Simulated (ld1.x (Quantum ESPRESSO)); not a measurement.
**As (Z = 33): one change to a PAW potential, before and after**

ld1.x (Quantum ESPRESSO) 7.5 input, shortened:

```
&input
   title='As', zed=33., rel=1, dft='PBE', iswitch=3,
   config='[Ar] 3d10 4s2 4p2 4d-2'
 /
 &inputp
   pseudotype=3, lpaw=.true., tm=.true., lloc=-1, rcloc=1.10,
   nlcc=.true.,
   which_augfun='PSQ', rmatch_augfun_nc=.true.
 /
6
4S  1  0   2.00   0.00  1.35  1.80  0.0
4S  1  0   0.00   1.30  1.35  1.80  0.0
4P  2  1   2.00   0.00  1.25  1.60  0.0
4P  2  1   0.00  -0.65  1.25  1.60  0.0
4D  3  2  -2.00   0.30  1.15  1.30  0.0
4D  3  2  -2.00   1.45  1.15  1.30  0.0
 &test
   configts(1)='4s2 4p2'
 /
```

Change: functional BLYP; removed wave 4d channel at 1.45 Ry: rcut 1.15, rcutus 1.30 bohr.

Cutoffs: the cutoffs (Ry, on a coarse ladder) from which the occupation-weighted sum of valence levels, in a spherical-Bessel basis at the reference potential, stays within 10 and 1 mRy of its value at 400 Ry; they do not see the model core or the augmentation charge, which bear on the density cutoff. Errors are all-electron minus pseudo energies relative to the spin-unpolarised reference configuration.

Task: What does the change do?

Result: The potential gets neither clearly harder nor softer (8 Ry and 21 Ry → 8 Ry and 21 Ry); both files keep a bound ghost (d, s); the number of tests with a reliable result goes from 7 to 3 (the test run of the changed file stopped, so its transferability is not established); of the 3 tests that both files solve, the error grows in 1 and shrinks in 0 by more than 15 % and 0.3 meV (median size 17.8 → 21.6 meV); the range in which the d phases agree narrows (upper end at the end of the scan → 1.2).

```csv
quantity,base,changed
"cutoff, loose",8 Ry,8 Ry
"cutoff, tight",21 Ry,21 Ry
bound ghosts,"d, s","d, s"
tests with a reliable result,7 of 7,3 of 7 (the test run stopped)
"error for 4s2 4p3, meV [ΔE -9.15 → -9.03 eV]",-2.2,-2.5
"error for 4s2 4p1, meV [ΔE 17.92 → 17.86 eV]",-18,-22
"error for 4s2 4p0, meV [ΔE 45.62 → 45.61 eV]",-105,-110
s: phases at 1.96 bohr within 0.05 rad from the reference energy up to (Ry; the scan ends near 5),to the end of the scan,to the end of the scan
p: phases at 1.96 bohr within 0.05 rad from the reference energy up to (Ry; the scan ends near 5),2.0,2.2
d: phases at 1.96 bohr within 0.05 rad from the reference energy up to (Ry; the scan ends near 5),to the end of the scan,1.2
lowest overlap eigenvalue by channel,"s 0.32, p 0.61, d 0.00","s 0.32, p 0.61, d 0.06"
```

 A true bound ghost makes a file unfit for plane-wave use even where its test errors are small: the radial tests pick states by their node count and pass the ghost by.
